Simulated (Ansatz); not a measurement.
Reaction (ligand exchange at a B–C bond): `N=C(F)BS` + CH₃NH₂ → `CNBS` + `N=CF`

Computed with Ansatz on PBE0-D4/def2-TZVP structures; ΔE is electronic, products minus reactants. CCSD(T)/CBS is the MP2 limit (def2-TZVPP, def2-QZVPP) plus CCSD(T) − MP2 in def2-TZVPP, frozen cores. This one scheme is used for every species. DFT in def2-TZVPP. One conformer a species, not always the lowest.

| level | ΔE (kcal/mol) |
| --- | --- |
| BHLYP-D4 | -26.1 |
| LC-ωPBE | -26.0 |

**Question.** What does CCSD(T)/CBS give? (An estimate is asked.)

**Answer.** The calculation gave: -24.6 kcal/mol. The listed levels differ from it by -1.5, -1.4 kcal/mol.

Largest T1 diagnostic among the species: 0.016.

From r2SCAN to r2SCAN0 (25 % exact exchange), in def2-TZVPP and without D4, ΔE moves by −1.0 kcal/mol. At CCSD(T), def2-SVP lies −0.9 kcal/mol from the extrapolated value and def2-TZVPP −0.1 kcal/mol. In def2-TZVPP, CCSD(T) changes the Hartree–Fock value by +2.8 kcal/mol (the triples alone add +0.6 kcal/mol) and MP2 by +1.9 kcal/mol.
